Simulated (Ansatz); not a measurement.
`O[AsH][GeH3]` + `[SiH3][SbH2]` → `[GeH3][AsH][SbH2]` + silanol at 400 K and 1 bar (redistribution).

Calculated with Ansatz (gas phase, PBE0-D4/def2-TZVP geometries, no zero-point term in ΔE). CCSD(T)/CBS adds triple-zeta CCSD(T) − MP2 to the extrapolated MP2 energy (def2 sets, frozen cores). Elements past krypton have def2 core potentials. For As, Ge, Sb outer-core shells are correlated without core-valence functions, which leaves a few kJ/mol of doubt a bond. Scalar relativity is left out up to krypton. Each species was taken in one conformer, which may not be the lowest.

```json
{"species": "`O[AsH][GeH3]`", "CCSD(T)/CBS energy (Eh)": "-4389.29663", "H − E (kJ/mol)": "148.3", "S (J/(mol·K))": "370.8"}
{"species": "`[SiH3][SbH2]`", "CCSD(T)/CBS energy (Eh)": "-532.08095", "H − E (kJ/mol)": "123.9", "S (J/(mol·K))": "330.9"}
{"species": "`[GeH3][AsH][SbH2]`", "CCSD(T)/CBS energy (Eh)": "-4554.74512", "H − E (kJ/mol)": "154.2", "S (J/(mol·K))": "421.5"}
{"species": "`O[SiH3]`", "CCSD(T)/CBS energy (Eh)": "-366.69042", "H − E (kJ/mol)": "120.0", "S (J/(mol·K))": "276.4"}
```

H − E and S are ideal-gas, rigid-rotor, harmonic terms from PBE0-D4/def2-TZVP, for one conformer and one mirror image of each species. 1 Eh = 2625.50 kJ/mol, R = 8.31446 J/(mol·K).

Task: By hand: ΔE, ΔH, ΔS and ΔG.

Result: ΔE = (-4554.74512) + (-366.69042) − (-4389.29663) − (-532.08095) = -0.05796 Eh = -152.2 kJ/mol. Δ(H − E) = 154.2 + 120.0 − 148.3 − 123.9 = 2.0, so ΔH = -150.2 kJ/mol. ΔS = 421.5 + 276.4 − 370.8 − 330.9 = -3.8 J/(mol·K). ΔG = -150.2 − 400 × (-3.8)/1000 = -148.7 kJ/mol.

Task: By hand: the equilibrium constant, and the temperature at which ΔG would vanish if ΔH and ΔS stayed fixed.

Result: log₁₀ K = −ΔG/(RT ln 10) = 19.4. ΔG = 0 at ΔH/ΔS = 39526 K, far beyond where these terms or the molecules hold.

The number of gas molecules stays the same, so ΔS is small and ΔH decides. A doubt of 5 kJ/mol in ΔE shifts log₁₀ K by 0.7 here. Other conformers and mirror images would add mixing entropy, several J/(mol·K) or more a flexible species. These are equilibria of isolated gas molecules and say nothing of rates. Largest T1 diagnostic: 0.014 (customary marks: 0.02 for closed shells, 0.045 for open ones).
